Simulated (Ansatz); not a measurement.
Task: Name a neutral molecule of C, F, S, Sn and H with size of the dipole moment (ωB97M-V/def2-TZVPP) between 1.45 and 1.75 D and HOMO–LUMO gap (PBE0/def2-TZVPP) between 6.55 and 6.85 eV (Ansatz, PBE0-D4/def2-TZVP geometry).

Result: `FC[S][SnH3]` (1.51 D, 6.65 eV). Other molecules can fit too; these were computed, each in one conformer that needn't be the lowest.
